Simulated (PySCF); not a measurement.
**input.py for GaC**

Input:

```python
from pyscf import gto, scf

mol = gto.M(
    atom='Ga 0 0 0; C 0 0 1.915',
    basis='sbkjc',
    ecp={'Ga': 'sbkjc', 'C': 'sbkjc'},
    charge=0,
    spin=3,
    verbose=4,
)
mf = scf.UHF(mol)
mf.kernel()
mf.dip_moment()
print('orbital energies (hartree):', [e[max(0, n-3):n+3].round(4) for e, n in zip(mf.mo_energy, mol.nelec)])
```

```bash
$ OMP_NUM_THREADS=1 python input.py
```

It prints (some set-up lines and the per-cycle HOMO/LUMO lines with their warnings removed):

```
PySCF version 2.14.0

[INPUT] verbose = 4
[INPUT] num. atoms = 2
[INPUT] num. electrons = 25
[INPUT] charge = 0
[INPUT] spin (= nelec alpha-beta = 2S) = 3
[INPUT] symmetry False subgroup None
[INPUT] Mole.unit = angstrom
[INPUT] Symbol           X                Y                Z      unit          X                Y                Z       unit  Magmom
[INPUT]  1 Ga     0.000000000000   0.000000000000   0.000000000000 AA    0.000000000000   0.000000000000   0.000000000000 Bohr   0.0
[INPUT]  2 C      0.000000000000   0.000000000000   1.915000000000 AA    0.000000000000   0.000000000000   3.618825528542 Bohr   0.0

nuclear repulsion = 23.2119507662037
number of shells = 15
number of NR pGTOs = 78
number of NR cGTOs = 39
basis = sbkjc
ecp = {'Ga': 'sbkjc', 'C': 'sbkjc'}

******** <class 'pyscf.scf.uhf.UHF'> ********
method = UHF
initial guess = minao
damping factor = 0
level_shift factor = 0
DIIS = <class 'pyscf.scf.diis.CDIIS'>
diis_start_cycle = 1
diis_space = 8
diis_damp = 0
SCF conv_tol = 1e-09
SCF conv_tol_grad = None
SCF max_cycles = 50
direct_scf = True
direct_scf_tol = 1e-13
number electrons alpha = 14  beta = 11
Set gradient conv threshold to 3.16228e-05
init E= -252.818634477889

cycle= 1 E= -223.294392052018  delta_E= 29.5  |g|= 10.4  |ddm|= 8.34

cycle= 2 E= -233.259036927147  delta_E= -9.96  |g|= 8.91  |ddm|= 10.9

cycle= 3 E= -261.46278734971  delta_E= -28.2  |g|= 1.97  |ddm|= 6.33

cycle= 4 E= -260.390803466627  delta_E= 1.07  |g|= 1.69  |ddm|= 2.62
cycle= 5 E= -262.324479696588  delta_E= -1.93  |g|= 0.837  |ddm|= 2.24
cycle= 6 E= -262.475888170412  delta_E= -0.151  |g|= 0.19  |ddm|= 0.593
cycle= 7 E= -262.501258334926  delta_E= -0.0254  |g|= 0.0413  |ddm|= 0.283
cycle= 8 E= -262.508896821528  delta_E= -0.00764  |g|= 0.0284  |ddm|= 0.138
cycle= 9 E= -262.514450628406  delta_E= -0.00555  |g|= 0.0145  |ddm|= 0.174
cycle= 10 E= -262.515343647554  delta_E= -0.000893  |g|= 0.00724  |ddm|= 0.0747
cycle= 11 E= -262.515618155729  delta_E= -0.000275  |g|= 0.00232  |ddm|= 0.0759
cycle= 12 E= -262.515630824228  delta_E= -1.27e-05  |g|= 0.00068  |ddm|= 0.00961
cycle= 13 E= -262.515632723176  delta_E= -1.9e-06  |g|= 0.000217  |ddm|= 0.00609
cycle= 14 E= -262.515632886463  delta_E= -1.63e-07  |g|= 7.63e-05  |ddm|= 0.00177
cycle= 15 E= -262.515632905068  delta_E= -1.86e-08  |g|= 2.54e-05  |ddm|= 0.000539
cycle= 16 E= -262.515632907013  delta_E= -1.95e-09  |g|= 4.79e-06  |ddm|= 0.000212
cycle= 17 E= -262.515632907055  delta_E= -4.21e-11  |g|= 1.95e-06  |ddm|= 2.58e-05
Extra cycle  E= -262.515632907058  delta_E= -2.96e-12  |g|= 1.24e-06  |ddm|= 3.74e-06
converged SCF energy = -262.515632907058  <S^2> = 3.7570122  2S+1 = 4.0035045
Dipole moment(X, Y, Z, Debye):  0.00000,  0.00000, -1.27310
orbital energies (hartree): [array([-0.3953, -0.3953, -0.3213,  0.0614,  0.0614,  0.1581]), array([-1.1706, -0.6194, -0.3417,  0.0303,  0.0303,  0.0884])]
```

In short: E(SCF) = -262.515633 Eh, ⟨S²⟩ = 3.757, μz(SCF) = -1.27 D.

Run time: 0.7 s on 1 thread of Arm Neoverse V2 (shared host), peak memory 0.11 GiB.

The bond length is a typed value, not an optimised one. No search for the lowest solution was made.
